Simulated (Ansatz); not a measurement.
ClH₅O₄Si₂, SMILES `O[SiH](O)O[SiH](O)Cl`. Charge 0, multiplicity 1. All single points use the PBE0-D4/def2-TZVP geometry. It is one conformer, not always the lowest.

```xyz
12

O     1.342   -1.379   -1.023
Si    1.462    0.044   -0.233
O     2.596   -0.096    0.920
O     0.001    0.431    0.407
Si   -1.590    0.177    0.459
O    -2.444    1.552    0.410
Cl   -2.066   -1.006   -1.174
H     0.496   -1.589   -1.429
H     1.877    1.165   -1.090
H     2.652   -0.923    1.401
H    -1.997   -0.532    1.677
H    -2.329    2.156   -0.326
```

(1) What is the dipole moment at ωB97M-V/def2-TZVPP? (Best estimate.)

(2) And with PBE, r2SCAN, B3LYP? (Estimate.)

(3) Give the Mulliken charges with ωB97M-V, B3LYP, r2SCAN in def2-TZVPP. (Estimate.)

## Answers

(1) Computed: 0.78 D, with components (-0.75, 0.08, -0.19) D in this frame, pointing from negative to positive charge.

(2) The calculation gave: PBE 0.73 D, r2SCAN 0.74 D, B3LYP 0.78 D.

(3) Ansatz gave: 
```tsv
atom	ωB97M-V	B3LYP	r2SCAN
O1	-0.39	-0.39	-0.41
Si2	0.64	0.70	0.71
O3	-0.38	-0.39	-0.41
O4	-0.34	-0.34	-0.36
Si5	0.58	0.66	0.69
O6	-0.36	-0.37	-0.39
Cl7	-0.25	-0.28	-0.28
H8	0.19	0.19	0.20
H9	-0.06	-0.10	-0.10
H10	0.18	0.19	0.21
H11	-0.02	-0.06	-0.07
H12	0.18	0.19	0.21
```

B3LYP here is the variant with VWN-RPA as its local correlation; programs differ in this.
